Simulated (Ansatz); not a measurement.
CH$_{9}$InOSSi$_{2}$ (`[SiH3][SiH2]OC[S][InH2]`), relaxed with RKS PBE0-D4/def2-TZVP in Ansatz 0.2.0 from a GFN2-xTB geometry. The force threshold is 0.005 eV/Å; the program also tests the step.

Charge 0, multiplicity 1. In: def2 effective core potential.

Start:

```xyz
15

Si    2.099   -0.592   -0.623
Si   -0.057   -0.366   -1.473
O    -1.147    0.202   -0.336
C    -1.063    1.495    0.173
S     0.009    1.551    1.650
In   -1.023   -0.631    2.024
H     2.140   -1.179    0.728
H     2.854   -1.481   -1.516
H     2.824    0.685   -0.580
H    -0.211    0.604   -2.572
H    -0.819   -1.577   -1.786
H    -2.068    1.816    0.465
H    -0.661    2.196   -0.562
H    -2.677   -0.598    2.505
H    -0.200   -2.124    1.903
```

Task: How much energy does the relaxation release, and in how many steps? (Best estimate.)

Result: Computed: 22.17 kJ/mol, in 18 steps, 1 of them rejected.

Task: Which bonds change most? (Best estimate.)

Result: The calculation gave: O3–C4 from 1.391 to 1.441 Å; S5–In6 from 2.442 to 2.469 Å; Si1–H8 from 1.469 to 1.494 Å.

Task: Give the relaxed structure. (Estimate.)

Result: Ansatz gave: 
```xyz
15

Si    2.092   -0.423   -0.681
Si   -0.140   -0.474   -1.396
O    -1.211    0.199   -0.278
C    -0.885    1.495    0.259
S     0.144    1.286    1.729
In   -1.273   -0.716    2.008
H     2.300   -1.188    0.572
H     2.861   -1.089   -1.776
H     2.586    0.971   -0.556
H    -0.291    0.283   -2.669
H    -0.645   -1.857   -1.579
H    -1.835    1.977    0.496
H    -0.357    2.100   -0.485
H    -2.913   -0.352    2.349
H    -0.433   -2.210    2.006
```
